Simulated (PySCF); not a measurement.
Cd(F)(NH2) (CdFH2N), SMILES [NH2][Cd][F]. Geometry optimised at B3LYP-D3(BJ)/def2-TZVP. The def2 effective core potentials stand for the cores of Cd; spin–orbit coupling is left out. One conformer was computed; it need not be the lowest.

Method: B3LYP-D3(BJ)/def2-TZVP in PySCF.

Harmonic wavenumbers (cm⁻¹): 139, 141, 506, 605, 674, 849, 1563, 3469, 3557. Rotational constants (GHz): 277.5, 3.590, 3.568; symmetry number 1.

**Question.** Work out the zero-point energy and the ideal-gas rigid-rotor harmonic-oscillator thermochemistry at 298.15 K and 1 atm.

**Answer.** ZPE = ½ Σ hcν = ½ × 11502 cm⁻¹ = 16.44 kcal/mol. H − E(el) = 20.00 kcal/mol. Entropy in cal/(mol K): translation 40.88, rotation 22.03, vibration 7.22, total 70.12. G − E(el) = -0.91 kcal/mol. Cp = 15.55 cal/(mol K). Modes under 150 cm⁻¹ make the vibrational entropy uncertain.
